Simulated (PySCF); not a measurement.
## S (sulfur, neutral) across methods

[Ne] 3s1 3p5, high-spin 3P determinant (an excited configuration). Computed with PySCF 2.14 in aug-cc-pVTZ-DK (6s5p3d2f, 50 functions), with the spin-free X2C one-electron Hamiltonian (Gaussian nucleus).

| method | E (hartree) | mean ε 3s α (eV) | mean ε 3p α (eV) | mean ε 3p β (eV) | Σ⟨r²⟩ (bohr²) | ⟨S²⟩ |
| --- | --- | --- | --- | --- | --- | --- |
| HSE06 | -398.7028 | -21.053 | -9.442 | -7.136 | 30.17 | 2.010 |
| UHF | -398.16500 | -28.708 | -13.860 | -9.066 | 31.04 | 2.042 |
| LC-wPBE | -398.7036 | -24.780 | -12.690 | -10.187 | 29.88 | 2.008 |
| LDA | -397.4394 | -18.871 | -8.405 | -6.685 | 30.35 | 2.006 |
| BHandHLYP | -398.8149 | -23.845 | -11.140 | -8.346 | 30.38 | 2.014 |
| PBE0 | -398.6843 | -21.480 | -9.858 | -7.530 | 30.17 | 2.010 |
| r2SCAN | -398.8022 | -20.037 | -8.893 | -6.671 | 30.18 | 2.016 |
| CAM-B3LYP | -398.8346 | -23.042 | -11.168 | -8.876 | 30.33 | 2.009 |
| PBE | -398.6671 | -18.906 | -8.356 | -6.604 | 30.23 | 2.007 |
